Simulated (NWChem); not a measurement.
TiH$_{4}$S; SMILES [SH][TiH3]

```xyz
6

Ti     0.0180     0.8622     0.0001
H     -1.6076     1.3327     0.0090
H      0.8264     1.4037     1.3745
H      0.8077     1.4014    -1.3864
S      0.0545    -1.3719     0.0000
H     -1.2955    -1.1558     0.0014
```
Atoms are numbered in this order, from 1.

Structure relaxed at the PBE0/def2-SVP level.

Question: List the 4 lowest vertical singlet excitations from Hartree-Fock/def2-SVPD, TDHF (NWChem).

Answer: 
```
state  energy (eV)  oscillator strength  leading excitation (squared amplitude)
-----  -----------  -------------------  --------------------------------------
S1            3.98                0.000                  HOMO−3 → LUMO+4 (0.42)
S2            4.18                0.002                  HOMO−2 → LUMO+5 (0.31)
S3            4.23                0.002                  HOMO−3 → LUMO+5 (0.33)
S4            4.70                0.009                  HOMO−2 → LUMO+4 (0.52)
```
